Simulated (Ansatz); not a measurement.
`[F][Sn][Cl]` + H₂O → `[OH][Sn][F]` + HCl at 400 K and 1 bar (formal hydrolysis of the Sn–Cl bond).

Calculated with Ansatz (gas phase, PBE0-D4/def2-TZVP geometries, no zero-point term in ΔE). CCSD(T)/CBS adds triple-zeta CCSD(T) − MP2 to the extrapolated MP2 energy (def2 sets, frozen cores). This one scheme is used for every species. def2 core potentials past Kr. For Sn outer-core shells are correlated without core-valence functions, which leaves a few kJ/mol of doubt a bond. Each species was taken in one conformer, which may not be the lowest.

```json
{"species": "`[F][Sn][Cl]`", "CCSD(T)/CBS energy (Eh)": "-773.69640", "H − E (kJ/mol)": "25.0", "S (J/(mol·K))": "315.5"}
{"species": "H₂O", "CCSD(T)/CBS energy (Eh)": "-76.37941", "H − E (kJ/mol)": "69.8", "S (J/(mol·K))": "198.6"}
{"species": "`[OH][Sn][F]`", "CCSD(T)/CBS energy (Eh)": "-389.66871", "H − E (kJ/mol)": "57.9", "S (J/(mol·K))": "310.9"}
{"species": "HCl", "CCSD(T)/CBS energy (Eh)": "-460.38127", "H − E (kJ/mol)": "29.6", "S (J/(mol·K))": "195.4"}
```

H − E and S are ideal-gas, rigid-rotor, harmonic terms from PBE0-D4/def2-TZVP, for one conformer and one mirror image of each species. 1 Eh = 2625.50 kJ/mol, R = 8.31446 J/(mol·K).

By hand: ΔE, ΔH, ΔS and ΔG.

ΔE = (-389.66871) + (-460.38127) − (-773.69640) − (-76.37941) = 0.02583 Eh = 67.8 kJ/mol. Δ(H − E) = 57.9 + 29.6 − 25.0 − 69.8 = -7.3, so ΔH = 60.5 kJ/mol. ΔS = 310.9 + 195.4 − 315.5 − 198.6 = -7.8 J/(mol·K). ΔG = 60.5 − 400 × (-7.8)/1000 = 63.6 kJ/mol.

By hand: the equilibrium constant, and the temperature at which ΔG would vanish if ΔH and ΔS stayed fixed.

log₁₀ K = −ΔG/(RT ln 10) = -8.3. ΔH and −TΔS have one sign here, so there is no such temperature.

The number of gas molecules stays the same, so ΔS is small and ΔH decides. A doubt of 5 kJ/mol in ΔE shifts log₁₀ K by 0.7 here. Other conformers and mirror images would add mixing entropy, several J/(mol·K) or more a flexible species. These are equilibria of isolated gas molecules and say nothing of rates. Largest T1 diagnostic: 0.018 (customary marks: 0.02 for closed shells, 0.045 for open ones).

ΔS is within the doubt of such terms, so its sign, and with it that verdict, could turn.
